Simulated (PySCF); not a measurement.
Gas-phase reaction: Ge₃H₈ + 2 GeH₃F ⇌ GeH₂F₂ + 2 Ge₂H₆

Energies from PySCF, thermal terms from the rigid-rotor harmonic-oscillator model, ideal gas at 1 bar. † marks an energy on the PBE0/def2-TZVP geometry and frequencies; other levels use their own. MP2 and CCSD(T) freeze the core. 6-31G* has spherical d functions here. All species are closed-shell singlets. B3LYP is the form with VWN-RPA correlation. Ge: all electrons, no relativistic terms. GeH₂F₂: computed as isolated molecules; such fragments, hydroxides, amides, oligomers or adducts are transient or little studied in the gas. MP2 isn't extrapolated to the basis-set limit; its ΔH°(298 K) is -15.6 kJ in def2-SVP and -12.6 kJ in def2-TZVPP. CCSD(T) isn't extrapolated to the basis-set limit. The harmonic model lacks anharmonicity and excited electronic states, which grow with temperature; levels with a mode under 35 cm⁻¹ are left out. Internal rotation in Ge₃H₈, Ge₂H₆ is treated as a harmonic vibration of one conformer, which makes the entropy rough.

```csv
level,"ΔE electronic, kJ","ΔH°(298 K), kJ","ΔS°(298 K), J/K","ΔG°(1400 K), kJ"
B3LYP/6-31G*,-21,-21,-14,-3
B3LYP/def2-TZVP†,-14,-15,-14,3
BLYP/def2-TZVP†,-14,-15,-14,3
CCSD(T)/def2-SVP†,-15,-16,-14,2
HF/6-31G*,-15,-17,-14,2
MP2/def2-TZVPP†,-12,-13,-14,5
LDA/def2-TZVP†,-20,-21,-14,-3
ωB97M-V/def2-TZVP†,-13,-14,-14,3
ωB97X-V/def2-TZVP†,-13,-14,-14,4
```
ΔH° is lowest at B3LYP/6-31G* and highest at MP2/def2-TZVPP†. No reference value is set beside these.
